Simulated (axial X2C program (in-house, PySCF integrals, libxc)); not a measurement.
Which molecule has these constants?

All values come from calculations with an in-house relativistic program for diatomic molecules, spin-free (one-electron X2C) or two-component (2c: spin–orbit coupling with atomic mean-field Coulomb and Gaunt terms, which also bring small scalar terms), in Dyall basis sets with cores contracted in-house; open shells are unrestricted.

A two-component CCSD(T) calculation in a Dyall 3-zeta basis gave Re = 2.629 Å, ωe = 313.7 cm⁻¹, De = 0.59 eV, Ω = 0.

Task: Which molecule is it?
A. BeH⁺
B. NaBe⁺
C. LiBe⁺

Result: C. The others have NaBe⁺ 2.973 Å and 200.3 cm⁻¹ (Ω = 0); BeH⁺ 1.317 Å and 2199.8 cm⁻¹ (Ω = 0).

Frozen shells (counts by l): LiBe⁺ Be 1s, Li 1s, 2 electrons correlated; NaBe⁺ Na 1s, Be 1s, 10 electrons correlated; BeH⁺ Be 1s, H none, 2 electrons correlated. Coupled cluster in natural virtuals with an MP2 remainder. Where the outer core of a metal is frozen, bonds come out longer and ionisation energies lower.

Each entry is the lowest single determinant of a limited PBE0 search at one distance. De goes to single-determinant-based atoms at the same level (for ions the charge split of lowest energy) and is withheld (n/a) where an atom does not fit its ground term or J level. Main or longest-lived isotopes.
